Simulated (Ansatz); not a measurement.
Reaction (cleavage of the Sn–Si bond): `[F][Sn]([F])([F])[SiH3]` + CH₃OH → `C[O][Sn]([F])([F])[F]` + SiH₄

Calculated with Ansatz (gas phase, PBE0-D4/def2-TZVP geometries, no zero-point term in ΔE). CCSD(T)/CBS is the MP2 limit (def2-TZVPP, def2-QZVPP) plus CCSD(T) − MP2 in def2-TZVPP, frozen cores. This one scheme is used for every species. DFT in def2-TZVPP. def2 core potentials past Kr. For Sn outer-core shells are correlated without core-valence functions, which leaves a few kJ/mol of doubt a bond. Each species was taken in one conformer, which may not be the lowest.

`[F][Sn]([F])([F])[SiH3]`:

Z-matrix (Å, degrees):
```
Sn
F 1 1.903
F 1 1.903 2 103.4
F 1 1.903 2 103.4 3 107.5
Si 1 2.560 2 114.9 3 -126.1
H 5 1.479 1 106.6 2 -179.7
H 5 1.480 1 106.5 2 -59.7
H 5 1.480 1 106.3 2 60.3
```

CH₃OH:

```xyz
6

C    -0.102    0.192    0.282
O    -0.096   -0.240   -1.059
H    -0.855    0.976    0.362
H     0.863    0.614    0.590
H    -0.372   -0.611    0.979
H     0.562   -0.931   -1.154
```

`C[O][Sn]([F])([F])[F]`:

```xyz
9

C    -1.440   -0.142   -0.493
O    -0.166    0.391   -0.840
Sn    1.334    0.194    0.336
F     1.053    1.028    2.009
F     2.857    0.967   -0.451
F     1.718   -1.618    0.710
H    -2.107    0.085   -1.325
H    -1.842    0.322    0.413
H    -1.407   -1.227   -0.359
```

SiH₄:

```xyz
5

Si    0.000    0.000    0.000
H    -0.083    1.457   -0.270
H     0.033   -0.230    1.466
H     1.235   -0.548   -0.615
H    -1.185   -0.680   -0.581
```

CCSD(T)/CBS gives +38.2 kJ/mol.

Problem. Another level gave +27.7 kJ/mol. Which?
A. LDA (SPW92)/def2-TZVPP
B. r2SCANh/def2-TZVPP
C. RPA@PBE/def2-TZVPP
D. PBE-D4/def2-TZVPP

Solution. C. RPA@PBE/def2-TZVPP 27.7, LDA (SPW92) 61.1, r2SCANh 45.7, PBE-D4 54.1 kJ/mol.

Largest T1 diagnostic among the species: 0.015.

At CCSD(T), def2-SVP lies −8.5 kJ/mol from the extrapolated value and def2-TZVPP −4.5 kJ/mol. Leaving LDA and LC-ωPBE aside and taking each functional with its dispersion term where it has one, the values, not all of them listed here, spread over 20.4 kJ/mol, from B97M-V to PBE0-D4. LDA lies +6.0 kJ/mol from PBE without D4. From r2SCAN to r2SCAN0 (25 % exact exchange), in def2-TZVPP and without D4, ΔE moves by +5.0 kJ/mol.
